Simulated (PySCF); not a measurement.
A GIAO shielding run with PySCF (density fitting, non-relativistic, gas phase) on SMILES [SiH2]1[Si@@H](CC=C)[Si@@H](C)[Si@H]1F, C₄H₁₃FSi₄:

```
$ OMP_NUM_THREADS=1 python probes_run.py task.json out

{"job": {"kind": "nmr", "xc": "PBE0", "basis": "pcSseg-1"}, "charge": 0, "multiplicity": 1}
C      1.943168    -2.263084     0.659256
C      1.851525    -1.724252    -0.544177
C      1.787588    -0.268268    -0.816211
Si     0.041260     0.253151    -1.441799
Si    -0.270386     2.597660    -1.305531
Si    -1.871256     2.252390     0.383065
F     -1.227742     2.684481     1.822219
Si    -1.706540    -0.094930     0.138888
C     -1.277551    -1.074010     1.716770
H      2.013796    -1.654360     1.546323
H      1.962377    -3.328781     0.811719
H      1.787571    -2.361748    -1.417419
H      2.028866     0.291349     0.088241
H      2.527615    -0.005330    -1.574033
H     -0.075180    -0.402199    -2.762064
H      0.895993     3.439771    -1.004630
H     -0.821178     3.214659    -2.520384
H     -3.119695     3.008869     0.482306
H     -2.927924    -0.730024    -0.398718
H     -2.137964    -1.176815     2.372774
H     -0.916131    -2.072023     1.483658
H     -0.498622    -0.567118     2.278897
```

Hardware: 1 thread of an Arm Neoverse V2, shared host. The job also computes population analyses, field gradients, ring-centre shieldings.

**Question.** How large is the calculation?

**Answer.** 102 electrons, 246 basis functions and 1371 auxiliary functions.

**Question.** How long does it take, and how much memory does it need?

**Answer.** 2.1 min of wall time, with 14 SCF cycles and 5 response iterations; peak memory 1.1 GiB. Times on a shared host scatter by some tens of per cent.
